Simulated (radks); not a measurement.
The krypton ion Kr0.6+, configuration [Ar] 3d10 4s1.4 4p6 (fractional occupations, a model configuration).

Calculated with a radial shooting solver on a logarithmic mesh with Libxc functionals: Dirac Kohn-Sham, PBE, spin-unpolarised, spherical densities, finite nucleus; Fermi nuclear charge, rms radius 4.1884 fm.

Energy parts (Ry):
part                        energy
total                  -5579.74588
kinetic                 5729.85606
electron-nucleus      -13462.74704
Hartree                 2345.84533
exchange-correlation    -192.70023

Orbitals (lengths in bohr, moments of r in powers of bohr):
orbital  occ.  eigenvalue (Ry)   <1/r>     <r^2>      <r>
1s1/2       2        -1040.825   36.77  0.002318  0.04149
2s1/2       2        -137.5451   8.228   0.03965   0.1832
2p1/2       2        -124.3531   8.196   0.03039   0.1573
2p3/2       4        -120.3966   7.911   0.03182   0.1613
3s1/2       2        -19.97097   2.714    0.3231   0.5301
3p1/2       2        -15.31252   2.599    0.3330   0.5333
3p3/2       4        -14.73051   2.531    0.3460   0.5438
3d3/2       4         -6.61382   2.284    0.3768   0.5530
3d5/2       6         -6.51799   2.266    0.3821   0.5569
4s1/2     1.4         -2.19882  0.8642     2.732    1.546
4p1/2       2         -1.18500  0.7232     3.904    1.832
4p3/2       4         -1.13384  0.7059     4.077    1.872

The highest occupied level is 4p3/2 at -15.427 eV. Summed over all electrons, <r^2> = 34.71 bohr^2, which gives a Langevin (diamagnetic) susceptibility term of -27.5 x 10^-6 cm^3/mol. The electron density at the nucleus is 4.939e+04 e/bohr^3.
